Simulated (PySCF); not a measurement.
## Electron correlation in Rb²⁺ (rubidium, charge +2)

[Ar] 3d10 4s2 4p5, 2P determinant. Calculation: PySCF 2.14, in Sapporo-DKH3-DZP-2012; scalar relativity by spin-free X2C-1e. Frozen: [Ar] 3d10 4s2; 5 electrons correlated.

Total MP2 correlation energy: -72.80 mhartree.

Same-spin part -22.00 and opposite-spin part -50.80 mhartree; SCS-MP2 scales them by 1/3 and 6/5 to -68.29 mhartree.

| level | correlation energy (mhartree) |
| --- | --- |
| CCSD | -83.35 |
| (T) | -0.08 |
| CCSD(T) | -83.43 |

Diagnostics: T1 = 0.0011, D1 = 0.0019, largest double amplitude 0.040.

Cost of the coupled-cluster step: 0.21 s of wall time on 1 thread of Neoverse-N1 (shared host), for 5 correlated electrons.
